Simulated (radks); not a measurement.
The mean radii <r> (bohr) of the occupied orbitals of an atom or ion are listed with their occupations. Method: scalar-relativistic Kohn-Sham, PBEsol, spin-unpolarised, spherical densities, point nucleus; computed with a radial shooting solver on a logarithmic mesh with Libxc functionals.

| orbital | occ. | <r> |
|---|---|---|
| 1s | 2 | 0.04277 |
| 2s | 2 | 0.1897 |
| 2p | 6 | 0.1655 |
| 3s | 2 | 0.5519 |
| 3p | 6 | 0.5645 |
| 3d | 10 | 0.5906 |
| 4s | 2 | 1.674 |
| 4p | 5 | 2.102 |

Name the element and its charge.

Answer. Z = 35, bromine, charge 0: Br in [Ar] 3d10 4s2 4p5. The 1s radius gives Z: for a bare nucleus <r> = (2 gamma + 1)/(2Z) with gamma = sqrt(1 - (Z/c)^2), 0.04191 bohr for Z = 35, and screening makes it slightly larger (0.04277 here). The occupations add up to 35, and the charge is Z minus that.
